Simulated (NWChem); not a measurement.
CdHSeF; SMILES [SeH][Cd][F]

```xyz
4

Cd    -0.0102     0.7370    -0.0013
F     -0.0042     2.6719     0.0040
Se    -0.0270    -1.6967     0.0007
H      1.4462    -1.7376     0.0003
```
Atoms are numbered in this order, from 1.

Results from NWChem. Structure relaxed at the PBE0/def2-SVP level. def2 effective core potentials on Cd; no spin-orbit coupling. LC-ωPBE (HJS hole) with def2-SVP; x = 1 − exp(−ω/0.25 bohr⁻¹) is a scale chosen for this fit.

| row | x | −ε(HOMO) (eV) |
|---|---|---|
| ω = 0.15 | 0.451 | 8.04 |
| ω = 0.25 | 0.632 | withheld |
| ω = 0.35 | 0.753 | 9.54 |
| ω = 0.40 | 0.798 | 9.76 |
| ω = 0.50 | 0.865 | 10.08 |

**Question.** Fit a straight line of the last column on the one before it, predict the withheld value, and compare with the run.

**Answer.** 
1. Means of the 4 shown rows: x = 0.7167, y = 9.355. Slope Σ(x − x̄)(y − ȳ)/Σ(x − x̄)² = 0.4966/0.1005 = 4.940; intercept 5.814.
2. The shown rows scatter about the line by 0.005 (root mean square); the largest residual is -0.01, at ω = 0.50.
3. At x = 0.632 (ω = 0.25; inside the shown range) the line gives 8.94.
4. The run gives 8.94, 0.00 from the line.
